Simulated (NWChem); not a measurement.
Species: TiHCl$_{3}$; SMILES [Cl][TiH]([Cl])[Cl]

Computed with NWChem. Pople sets run with spherical d functions. Coordinates come from a PBE0/def2-SVP optimisation. Total energies compare along this basis series because the functional is fixed.

```tsv
level	basis functions	energy (Ha)	highest occupied level (eV)	orbital gap (eV)	dipole (D)
PBE/STO-3G	46	-2206.3095	-6.40	5.90	0.53
PBE/3-21G	68	-2219.2581	-8.64	3.91	0.17
PBE/6-31G*	90	-2229.9401	?	?	?
```

### Question
Complete the blanks.

### Answer

- PBE/6-31G*, highest occupied level (eV): -8.26
- PBE/6-31G*, orbital gap (eV): 3.69
- PBE/6-31G*, dipole (D): 0.42
